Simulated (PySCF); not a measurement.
Si4H9Cl

Si4H9Cl is a small molecule, neutral, singlet. The structure, one conformer, was relaxed in the gas phase by PBE0-D3(BJ)/def2-SVP. No frequency run checks that it is a minimum.

SMILES: [SiH3][Si]([SiH3])([SiH3])Cl

| atom | x (Å) | y (Å) | z (Å) |
| --- | --- | --- | --- |
| Si1 | -1.528 | -1.481 | 0.712 |
| Si2 | 0.054 | -0.235 | -0.486 |
| Si3 | 2.157 | -0.290 | 0.548 |
| Si4 | -0.676 | 1.961 | -0.851 |
| Cl5 | 0.268 | -1.139 | -2.370 |
| H6 | -1.057 | -2.891 | 0.857 |
| H7 | -1.703 | -0.877 | 2.069 |
| H8 | -2.838 | -1.463 | -0.007 |
| H9 | 2.604 | -1.706 | 0.706 |
| H10 | 3.147 | 0.458 | -0.284 |
| H11 | 2.061 | 0.351 | 1.896 |
| H12 | -0.841 | 2.652 | 0.466 |
| H13 | 0.331 | 2.699 | -1.672 |
| H14 | -1.989 | 1.945 | -1.565 |

Shieldings: GIAO PBE0/pcSseg-1. Shifts are against computed references at the same level: H TMS (σ 31.27 ppm), Si TMS (σ 352.0 ppm). Core levels by delta-SCF with SCAN, pcX-2 on the ionised atom and pcseg-1 elsewhere, spin-free X2C (2p3/2 is the spin-free 2p value less a third of a first-order spin-orbit splitting); from the vacuum level, for chosen atoms.

Q: Give the shieldings and core levels atom by atom.

A: 
```json
{"atoms": "Si1 Si3 Si4", "bonded to": "1 Si + 3 H", "σ (ppm)": "448.0", "δ (ppm)": "-96.0", "core level (eV)": "2p3/2 106.60"}
{"atoms": "Si2", "bonded to": "1 Cl + 3 Si", "σ (ppm)": "360.0", "δ (ppm)": "-8.0", "core level (eV)": "2p3/2 106.86"}
{"atoms": "Cl5", "bonded to": "1 Si", "σ (ppm)": "1056.1", "δ (ppm)": "-", "core level (eV)": "2p3/2 205.47"}
{"atoms": "H6 H7 H8", "bonded to": "1 Si", "σ (ppm)": "27.46", "δ (ppm)": "3.81", "core level (eV)": "-"}
{"atoms": "H9 H10 H11", "bonded to": "1 Si", "σ (ppm)": "27.46", "δ (ppm)": "3.81", "core level (eV)": "-"}
{"atoms": "H12 H13 H14", "bonded to": "1 Si", "σ (ppm)": "27.46", "δ (ppm)": "3.81", "core level (eV)": "-"}
```

Values are those of this one static structure, with the three H of a rotating XH3 group averaged; atoms that internal rotation interchanges would show their mean in an NMR spectrum.

Q: Which of Si1, Si2 holds its core electrons tightest, and by how much against the loosest?

A: Si2 (bonded to 1 Cl + 3 Si), by 0.26 eV over Si1 (bonded to 1 Si + 3 H).

Q: By CAM-B3LYP/def2-SVPD (TDDFT singlets, Tamm-Dancoff triplets, ionisation by delta-SCF), where does absorption start, and what does vertical ionisation take?

A: The first singlet with intensity lies at 6.68 eV (f 0.009); what lies below it is dark. The lowest singlet lies at 5.66 eV (f 0.001), the strongest of the first 6 at 6.86 eV (f 0.082), the lowest triplet at 5.12 eV; vertical ionisation takes 9.65 eV.
